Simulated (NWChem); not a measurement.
System meant: TiH2SO2; SMILES [OH][Ti]([OH])=[S]

The following NWChem deck was run.

```
start job
memory heap 200 mb stack 900 mb global 1100 mb
geometry units angstroms noautoz
  Ti    -0.465137     0.027670     0.215814
  S      0.074522    -0.038366     2.229554
  O     -0.074126    -1.467023    -0.720076
  H      0.268819    -2.292936    -0.332222
  O     -0.073650     1.580276    -0.620269
  H      0.269550     2.378932    -0.179207
end
basis spherical
  * library def2-svp
end
dft
  odft
  mult 2
  xc pbe0
  iterations 150
  mulliken
end
task dft energy
```

End of the output:

```
                                 NWChem DFT Module
                                 -----------------

 Summary of "ao basis" -> "ao basis" (spherical)
 ------------------------------------------------------------------------------
       Tag                 Description            Shells   Functions and Types
 ---------------- ------------------------------  ------  ---------------------
 Ti                         def2-svp                11       31   5s3p2d1f
 S                          def2-svp                 8       18   4s3p1d
 O                          def2-svp                 6       14   3s2p1d
 H                          def2-svp                 3        5   2s1p

 Summary of "ao basis" -> "ao basis" (spherical)
 ------------------------------------------------------------------------------
       Tag                 Description            Shells   Functions and Types
 ---------------- ------------------------------  ------  ---------------------
 Ti                         def2-svp                11       31   5s3p2d1f
 S                          def2-svp                 8       18   4s3p1d
 O                          def2-svp                 6       14   3s2p1d
 H                          def2-svp                 3        5   2s1p

      Symmetry analysis of basis
      --------------------------

        a'         53
        a"         34

  number of electrons :                   56
  multiplicity        :                    2
 ------------------------------------------------------------------------
  no. of electrons and multiplicity not compatible                  56
 ------------------------------------------------------------------------
 ------------------------------------------------------------------------
  current input line :
    21: task dft energy
 ------------------------------------------------------------------------
 ------------------------------------------------------------------------
 There is an error in the input file
 ------------------------------------------------------------------------
 For more information see the NWChem manual at https://nwchemgit.github.io

0: no. of electrons and multiplicity not compatible:Received an Error in Communication
```

Q: What is wrong, and how is it mended?

A: The program refused the input. Cause: the multiplicity doesn't fit the number of electrons (an even count wants an odd multiplicity, and the reverse). This input runs:
```
start job
memory heap 200 mb stack 900 mb global 1100 mb
geometry units angstroms noautoz
  Ti    -0.465137     0.027670     0.215814
  S      0.074522    -0.038366     2.229554
  O     -0.074126    -1.467023    -0.720076
  H      0.268819    -2.292936    -0.332222
  O     -0.073650     1.580276    -0.620269
  H      0.269550     2.378932    -0.179207
end
basis spherical
  * library def2-svp
end
dft
  xc pbe0
  iterations 150
  mulliken
end
task dft energy
```
It converges to -1398.58953 Ha (PBE0/def2-SVP).
